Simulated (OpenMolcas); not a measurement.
Br⁵⁺: effect of the active space

```
Program             : OpenMolcas 26.06
Method              : XMS-CASPT2 or its RAS form, IPEA 0.25 Eh, imaginary shift 0.1 Eh
Basis               : ANO-RCC-VTZP
Scalar Hamiltonian  : DKH2, point nucleus
Spin-orbit coupling : RASSI with atomic mean-field integrals over the reference wave functions, term energies averaged over their components
```

A. 2 electrons in 4 orbitals (4s 4p); 2S+1 = 3 even, 3 roots; 2S+1 = 1 even, 7 roots; 2S+1 = 3 odd, 3 roots; 2S+1 = 1 odd, 3 roots; closed shells correlated: 3d; CASPT2 step about 1.6 core-seconds
B. 2 electrons in 9 orbitals (RAS2 4s 4p; RAS3 4d, at most 2 electrons); 2S+1 = 3 even, 3 roots; 2S+1 = 1 even, 7 roots; 2S+1 = 3 odd, 3 roots; 2S+1 = 1 odd, 3 roots; closed shells correlated: 3d; CASPT2 step about 4 core-seconds

Energies in cm⁻¹ above 4s² ¹S₀, the measured ground level; measured values from Moore, Atomic Energy Levels, vol. II, NSRDS-NBS 35 (1971 reprint of NBS Circular 467, 1952).

```tsv
Level	A	B	Measured
4s² ¹S₀	0.0	0.0	0.0
4s 4p ³P°₀	101190	101090	104316
4s 4p ³P°₁	103150	103040	106431
4s 4p ³P°₂	107560	107440	111336
4s 4p ¹P°₁	153730	153050	151274
4p² ³P₀	242390	242260	244136
4p² ¹D₂	243230	243650	
4p² ³P₁	245240	245090	247406
4p² ³P₂	250770	250490	253892
```

Deviations, from unrounded energies. A percentage is the sum of absolute deviations over the sum of measured energies, with the sign that they share, or ± where signs differ.

```csv
Against measurement,Levels,A,B
mean absolute deviation (cm-1),7,2800,2800
other configurations (%),7,±1.6,±1.6
```

A, B lie about equally close to measurement. The largest miss of A in the table is 4s 4p ³P°₂, by -3800 cm-1. The ranking rests on the paired levels alone, and a cruder setting can come out closer through cancelling errors.

The two smallest mean deviations differ by little beside CASPT2's spread within terms, so their order carries little weight.

Between A and B the level of the table that moves most is 4s 4p ¹P°₁, by 690 cm-1 (lowest in B, highest in A). Moves below CASPT2's spread within the term are not significant.

CASPT2 breaks the degeneracy within a term, and the mean is taken; among the terms shown or strongly mixed into the levels shown the widest spread is 380 cm-1 (4p² ¹D, A). Over all roots computed the reference weight is 0.86 to 0.99 in A; the roots of lowest weight are the least certain, and an intruder state may touch them. The ¹D term of p² mixes with s d, which this space lacks (holds for A). Active for correlation alone: 4d; no level in the range computed is led by a configuration that fills it, so any true level of that kind is missing (holds for B). Some terms mix strongly with configurations of 4d, whose occupation reaches 0.18 (4p² ¹D) (holds for B). Computed and measured levels are paired by configuration, term and J; levels that our copy of the source lacks, or whose pairing is in doubt (as where it misses far off the trend of its configuration), stay unpaired and out of the deviations. Only configurations of the active space appear. The table leaves out levels that lie high or whose names do not pair safely across all columns.

° marks odd parity.
